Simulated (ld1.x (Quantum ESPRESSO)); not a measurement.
**What one change does to a pseudopotential (phosphorus (P), TM)**

phosphorus, norm-conserving Troullier–Martins (Kleinman–Bylander form), made with ld1.x (Quantum ESPRESSO) 7.5 (PBE, scalar-relativistic). Core [Ne], reference 3s2 3p3. Waves: 3s (bound): rc 1.65 bohr; 3p (bound): rc 1.85 bohr; 3d channel at 0.05 Ry: rc 1.80 bohr. Local part: the d channel. Core correction: none.

Change: functional Wu–Cohen.

Cutoffs: the cutoffs (Ry, on a coarse ladder) from which the occupation-weighted sum of valence levels, in a spherical-Bessel basis at the reference potential, stays within 10 and 1 mRy of its value at 400 Ry; they do not see the model core or the augmentation charge, which bear on the density cutoff. Errors are all-electron minus pseudo energies relative to the spin-unpolarised reference configuration.

**Question.** Predict the effect on cutoff, ghosts and configuration errors.

**Answer.** The potential gets neither clearly harder nor softer (21 Ry and 45 Ry → 21 Ry and 50 Ry); of the 7 tests that both files solve, the error grows in 5 and shrinks in 0 by more than 15 % and 0.3 meV (median size 1.5 → 4.1 meV); neither file shows a bound ghost.

| quantity | base | changed |
| --- | --- | --- |
| cutoff, loose | 21 Ry | 21 Ry |
| cutoff, tight | 45 Ry | 50 Ry |
| bound ghosts | none | none |
| error for 3s2 3p2, meV [ΔE 9.73 → 9.71 eV] | +2.6 | +4.1 |
| error for 3s2 3p1, meV [ΔE 28.88 → 28.85 eV] | +23 | +34 |
| error for 3s2 3p0, meV [ΔE 58.62 → 58.60 eV] | +97 | +129 |
| error for 3s2 3p3.3, meV [ΔE -1.31 → -1.30 eV] | +0.2 | +0.2 |
| error for 3s2 3p2.5, meV [ΔE 3.77 → 3.76 eV] | +0.3 | +0.6 |
| error for 3s0 3p5, meV [ΔE 17.20 → 17.17 eV] | +1.5 | +7.7 |
| error for 3s1 3p4, meV [ΔE 8.53 → 8.52 eV] | +1.0 | +2.7 |
| s: phases at 2.01 bohr within 0.05 rad from the reference energy up to (Ry; the scan ends near 5) | 1.8 | 1.8 |
| p: phases at 2.01 bohr within 0.05 rad from the reference energy up to (Ry; the scan ends near 5) | 4.0 | 4.0 |
| d: phases at 2.01 bohr within 0.05 rad from the reference energy up to (Ry; the scan ends near 5) | to the end of the scan | to the end of the scan |
